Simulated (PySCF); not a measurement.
C₇H₈O₃S: calculation and literature

Atom-mapped SMILES (the numbers label the heavy atoms): `[CH3:1][O:2][S:3](=[O:4])(=[O:5])[c:6]1[cH:7][cH:8][cH:9][cH:10][cH:11]1`. Each H is labelled by its parent atom.

- GFN2-xTB geometry
- σ from GIAO-PBE0/pcSseg-1
- program: PySCF 2.14.0 with density-fitted response routines
- relativity neglected, single conformer, gas phase, rapidly exchanging positions averaged

Reference values: estimated from measurements, as parent shift plus tabulated substituent increment (solution, not stated per compound (mostly CDCl3 or CCl4); Pretsch, Buehlmann, Badertscher, Structure Determination of Organic Compounds, 4th ed. (2009)).
```
       atoms  quantity  reference  computed  computed, scaled
          C9     δ 13C      134.4     139.8             134.0
      C8/C10     δ 13C      130.0     134.1             128.5
      C7/C11     δ 13C      127.9     133.8             128.2
H(C7)/H(C11)      δ 1H       7.94      8.19              7.82
       H(C9)      δ 1H       7.62      7.91              7.55
H(C8)/H(C10)      δ 1H       7.60      7.83              7.48
```

Reference values: measured (solution, CCl4; Shapiro, Mohrmann, J. Phys. Chem. Ref. Data 1977, 6, 919).
```json
{"atoms": "H(C7)/H(C11)", "quantity": "δ 1H", "reference": "7.86", "computed": "8.19", "computed, scaled": "7.82"}
{"atoms": "H(C9)", "quantity": "δ 1H", "reference": "7.59", "computed": "7.91", "computed, scaled": "7.55"}
{"atoms": "H(C8)/H(C10)", "quantity": "δ 1H", "reference": "7.51", "computed": "7.83", "computed, scaled": "7.48"}
```

Computed shifts are σ(ref) − σ with the named reference compound (TMS for H and C) calculated as an isolated molecule at the same level. The measured values may be among those fitted. Expected solution values come from regression of measured δ (H and C: mostly CDCl3, vs TMS) on computed σ: 1H: δ = 30.01 − 0.943σ (rms 0.17 ppm, 504 shifts, 0.18 ppm with the 4 outliers that the fit left out); 13C: δ = 179.97 − 0.974σ (rms 2.1 ppm, 958 shifts, 2.3 ppm with the 13 outliers that the fit left out). Occasional misses reach two or three times the rms, and more in compound classes unlike the fitted ones.

Task: How far are the unscaled 13C shifts from the references?

Result: Mean signed difference +5.13 ppm, mean absolute 5.13 ppm over 3 comparisons; the largest is +5.9 ppm at C7/C11 (aromatic CH).

Task: How far are the unscaled 1H shifts from the references?

Result: Mean signed difference +0.29 ppm, mean absolute 0.29 ppm over 6 comparisons; the largest is +0.33 ppm at H(C7)/H(C11) (hydrogen on an aromatic CH).
